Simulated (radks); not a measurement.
The numbers below are computed, except where a source is named.
Task: Spin polarisation of the 5d2 shell in Hf2+. Start: [Xe] 4f14 5d(up 1, down 1); electrons of 5d are moved from spin down to spin up, other shells keep equal spins. Code: a radial shooting solver on a logarithmic mesh with Libxc functionals. Model: non-relativistic Kohn-Sham, r2SCAN, spin-polarised, spherical densities, point nucleus; meta-GGA in the generalised Kohn-Sham scheme. Estimate the energy gained and the exchange splitting at a moment of 2 Bohr magnetons.

Result: At moment 2 the spin-polarisation energy is -1.025 eV and the 5d exchange splitting 2.257 eV, that is 1.128 eV per Bohr magneton; E = -I m^2/4 would give I = 1.025 eV.
